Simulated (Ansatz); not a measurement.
One change: `FC(F)C(F)(F)CC(F)(F)F` becomes `FC(F)C(F)(F)F`.

Ansatz, PBE0-D4/def2-TZVP geometries, multiplicity 1. Each molecule was computed in one conformer, which needn't be the lowest.

```tsv
property	`FC(F)C(F)(F)CC(F)(F)F`
LUMO energy (PBE0/def2-TZVPP) / eV	1.24
ideal-gas entropy at 298 K and 1 bar (rigid rotor, harmonic PBE0-D4/def2-TZVP) / J/(mol·K)	424
zero-point energy (PBE0-D4/def2-TZVP) / kJ/mol	208.1
LUMO energy (B3LYP/def2-TZVPP) / eV	0.89
size of the dipole moment (PBE/def2-TZVPP) / D	1.16
HOMO–LUMO gap (ωB97M-V/def2-TZVPP) / eV	15.20
```

Problem. What does the change do to each property? (Estimate.)

Solution. The calculation gave: 
```csv
property,`FC(F)C(F)(F)F`,shift
LUMO energy (PBE0/def2-TZVPP) / eV,1.47,0.23
"ideal-gas entropy at 298 K and 1 bar (rigid rotor, harmonic PBE0-D4/def2-TZVP) / J/(mol·K)",333,-91
zero-point energy (PBE0-D4/def2-TZVP) / kJ/mol,99.7,-108.4
LUMO energy (B3LYP/def2-TZVPP) / eV,1.07,0.18
size of the dipole moment (PBE/def2-TZVPP) / D,1.36,0.20
HOMO–LUMO gap (ωB97M-V/def2-TZVPP) / eV,15.96,0.76
```

With PBE0 the HOMO falls by 0.47 eV and the LUMO rises by 0.23 eV, so the gap widens by about 0.70 eV. PBE moves the HOMO by -0.41 eV and ωB97M-V by -0.48 eV. The zero-point energy changes by -108.4 kJ/mol with -18 modes. Dipoles are sizes alone; their direction can turn. Modes under 60 cm⁻¹, often nearly free rotors, make the harmonic entropy too high.

B3LYP here is the variant with VWN-RPA as its local correlation; programs differ in this.
